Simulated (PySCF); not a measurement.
In(Br)(OH)(NH2) (BrH3InNO), SMILES [NH2][In]([OH])[Br]. The structure is a stationary point at PBE-D3(BJ)/def2-SVP. The structure was generated by enumeration; whether it is a known compound was not checked. The def2 effective core potentials stand for the cores of In; spin–orbit coupling is left out. Other conformers were not sampled.

Computed equilibrium geometry at PBE-D3(BJ)/def2-SVP (PySCF confirms it by a frequency run) as Cartesian coordinates in Å (one conformer of several):
```xyz
7

In     0.5601     0.3756     0.1534
Br    -1.4433    -1.0207    -0.4406
O      0.6603     2.2250    -0.6424
H     -0.0924     2.3440    -1.2548
N      1.8738    -0.2406     1.6056
H      2.8203     0.1258     1.4322
H      1.9448    -1.2671     1.6283
```
Charge 0, spin multiplicity 1.
